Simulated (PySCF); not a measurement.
yttrium atom (Y), doublet (core potentials on Y). Base run: B3LYP/def2-SV(P) (PySCF).

Here is a job for PySCF.
```python
from pyscf import gto, scf, dft

mol = gto.M(
    atom='''
Y     0.000000    0.000000    0.000000
''',
    basis='def2-sv(p)',
    ecp={'Y': 'def2-sv(p)'},
    charge=0,
    spin=1,
    verbose=4,
)

mf = dft.UKS(mol)
mf.xc = 'b3lyp'
mf.kernel()
mf.analyze()
```

Each row names what was changed in the base input (with any setting that the change needs).

```csv
change,ΔE vs base (µEh),grid points,electrons on the grid
base,0.0,21880,11.00000
grids.prune = dft.gen_grid.treutler_prune,-3.2,22072,11.00000
"grids.atom_grid = (75, 302)",0.4,13296,11.00000
grids.level = 7,0.3,90816,11.00000
"grids.atom_grid = (150, 974)",-0.3,71016,11.00000
"grids.atom_grid = (99, 590)",0.0,28736,11.00000
grids.radi_method = delley,-0.6,18720,11.00003
grids.radi_method = gauss_chebyshev,0.3,19912,11.00000
grids.level = 5,-0.1,46824,11.00000
grids.level = 2,-0.5,14048,11.00000
grids.level = 4,0.0,32128,11.00000
```

Open shells are given as the SCF converged; they aren't shown to be the lowest states, and a large step between rows can be another state.
